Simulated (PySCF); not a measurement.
**Polarisability and C₆ of Mn (manganese, neutral)**

[Ar] 3d5 4s2, high-spin 6S determinant. Calculation: PySCF 2.14, in aug-cc-pwCVTZ (10s9p7d4f3g, 127 functions); no relativity, point nucleus. Coupled (time-dependent) response in atomic units; α is the mean over directions.

| method | mean α (bohr³) | C₆ (like pair) | S(−4) |
| --- | --- | --- | --- |
| PBE0 | 79.83 | 773.6 | 4073 |

S(−4) is the Cauchy moment in α(ω) = α(0) + S(−4) ω² + …

Reference α: 68 ± 9 bohr³ (recommended; Schwerdtfeger and Nagle, table of static dipole polarizabilities (2023 update)). Published C₆: 552.0 (Chu and Dalgarno (2004); Tang, Norbeck and Certain (1976)).

α(iu) at PBE0:

| u (hartree) | α(iu) (bohr³) |
| --- | --- |
| 0 | 79.83 |
| 0.0500 | 71.23 |
| 0.100 | 55.40 |
| 0.200 | 31.47 |
| 0.300 | 19.46 |
| 0.500 | 9.836 |
| 0.750 | 5.693 |
| 1.00 | 3.895 |
| 1.50 | 2.291 |
| 2.00 | 1.562 |
| 3.00 | 0.8864 |
| 5.00 | 0.4089 |

A single London oscillator, α(iu) = α/(1 + u²/ω²), gives C₆ = (3/4) ω α². Matching the computed C₆ needs ω = 4 × 773.6 / (3 × 79.83²) = 0.162 hartree.
